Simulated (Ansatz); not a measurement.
Mulliken charges of `F[B]1[SiH2][SnH2]1` from r2SCAN/def2-TZVPP in Ansatz (PBE0-D4/def2-TZVP geometry).

```json
{"atom": "F1", "x (Å)": "2.416", "y (Å)": "-0.732", "z (Å)": "0.525", "charge (e)": "-0.221"}
{"atom": "B2", "x (Å)": "1.184", "y (Å)": "-0.281", "z (Å)": "0.598", "charge (e)": "0.204"}
{"atom": "Si3", "x (Å)": "0.191", "y (Å)": "1.330", "z (Å)": "0.175", "charge (e)": "0.002"}
{"atom": "Sn4", "x (Å)": "-0.630", "y (Å)": "-1.162", "z (Å)": "-0.388", "charge (e)": "0.330"}
{"atom": "H5", "x (Å)": "0.598", "y (Å)": "2.657", "z (Å)": "-0.371", "charge (e)": "-0.070"}
{"atom": "H6", "x (Å)": "-0.948", "y (Å)": "1.434", "z (Å)": "1.125", "charge (e)": "-0.036"}
{"atom": "H7", "x (Å)": "-0.460", "y (Å)": "-2.084", "z (Å)": "-1.819", "charge (e)": "-0.112"}
{"atom": "H8", "x (Å)": "-2.260", "y (Å)": "-1.219", "z (Å)": "0.099", "charge (e)": "-0.097"}
```

Task: By hand: the dipole of these point charges (1 e Å = 4.8032 D).

Result: Σ q r = (-0.237, -0.162, 0.058) e Å, of length 0.293 e Å = 1.41 D.

Task: How does the dipole of the full density compare? (Best estimate.)

Result: Computed: (-0.120, 0.038, -0.030) e Å, 0.62 D; the point charges give 2.27 times that, at 57° from its direction.

Point charges leave out the atoms' own dipoles, such as those of lone pairs, and Mulliken's split depends on the basis, so the two needn't agree.
